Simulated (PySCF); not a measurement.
Bond length, frequency and bond energy of RuO by level of theory

State: ⁵Δ (quintet), unpaired electrons σ ↑, π ↑↑, δ ↑. Set-up: Ru def2-TZVPPD with ECP28, O def2-TZVPPD; scalar-relativistic core potentials (PySCF 2.14). De refers to Ru (4d7 5s1) + O in their high-spin ground configurations, without counterpoise correction. The functionals are run spin-unrestricted. A positive dipole means Ru(−)O(+). Levels whose curve was spin-contaminated or gave no clean fit are not listed.

| Level | Re (Å) | ωe (cm⁻¹) | De (eV) | μ (D) | CPU s a point (SCF and correlation, without the integrals) |
| --- | --- | --- | --- | --- | --- |
| ROHF | 1.672 | 927 | n/a | -5.41 | 2.3 |
| ROHF-CCSD | 1.694 | 920 | 4.22 | n/a | n/a |
| LDA | 1.688 | 936 | n/a | -3.21 | 0.92 |
| PBE | 1.709 | 890 | 5.85 | -3.31 | 1.6 |
| BP86 | 1.711 | 889 | 5.81 | -3.30 | 0.62 |
| r²SCAN | 1.693 | 932 | 5.43 | -3.37 | 1.7 |
| PBE0 | 1.688 | 933 | 4.79 | -3.79 | 2.2 |
| r²SCAN0 | 1.679 | 959 | 4.49 | -3.79 | 2 |
| M06 | 1.709 | 883 | 4.63 | -4.18 | 1.9 |
| M06-2X | 1.689 | 923 | 4.36 | -4.15 | 2.2 |
| ωB97X | 1.696 | 908 | 4.92 | -4.37 | 2.8 |

Problem. What does a quarter of exact exchange do here, going from PBE to PBE0?

Solution. PBE0 less PBE: -2.1 pm in Re, +4.8 % in ωe, -1.06 eV in De. Exact exchange removes part of the self-interaction that spreads semilocal densities, and in most molecules shortens and stiffens the bond and lowers De; so it does here.

Problem. What does the step from GGA to meta-GGA do here, going from PBE to r²SCAN?

Solution. r²SCAN less PBE: -1.6 pm in Re, +4.7 % in ωe, -0.42 eV in De. 

Problem. What does a quarter of exact exchange do here, going from r²SCAN to r²SCAN0?

Solution. r²SCAN0 less r²SCAN: -1.4 pm in Re, +2.9 % in ωe, -0.94 eV in De. Exact exchange removes part of the self-interaction that spreads semilocal densities, and in most molecules shortens and stiffens the bond and lowers De; so it does here.

Correlated steps freeze 1 core orbital. The metal atom is held in its measured ground configuration; semilocal functionals can put another filling of s and d lower by some tenths of an eV, and De to that atom would be smaller. Spin–orbit coupling is left out, which matters for elements this heavy, above all for dissociation energies. The CCSD T1 diagnostic is raised, a sign that a single reference may not be enough here. UHF is strongly spin-contaminated for RuO, so the ROHF reference used there is far from stable. The state is the lowest single determinant that the PBE0 search found; with open d or f shells the true ground state can be another one.

The whole job (state search and all levels along the bond) took about 13 min on 2 threads of AMD EPYC 9R45 96-Core (shared host), peak memory 4.4 GiB.
